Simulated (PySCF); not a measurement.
**Working out the ionisation energy of Se**

Se [Ar] 3d10 4s2 4p4 (3P) → Se⁺ [Ar] 3d10 4s2 4p3 (4S). All numbers are calculated (PySCF 2.14, scalar relativity by spin-free X2C-1e, in Sapporo-DKH3-DZP-2012 (6s5p3d1f, 43 functions)). Frozen: [Ar] 3d10. Energies in hartree (1 hartree = 27.21139 eV):

```tsv
part	Se (lower)	Se⁺ (upper)
UHF	-2428.010329	-2427.698462
CCSD correlation	-0.090932	-0.073173
(T)	-0.001311	-0.000830
```

Q: What does Hartree-Fock give?

A: (-2427.698462) − (-2428.010329) = 0.311867 hartree = 8.486 eV.

Q: What do CCSD and CCSD(T) give?

A: The CCSD correlation energies differ by 0.017759 hartree = 0.483 eV and the triples by 0.000481 hartree = 0.013 eV, so CCSD gives 8.969 eV and CCSD(T) 8.982 eV.

Measured between the centres of the two terms (NIST): 9.635 eV, so CCSD(T) (valence) is off by -0.653 eV.

A double-zeta basis recovers only part of the correlation energy.

What remains against the reference includes basis incompleteness, the frozen core and higher excitations.
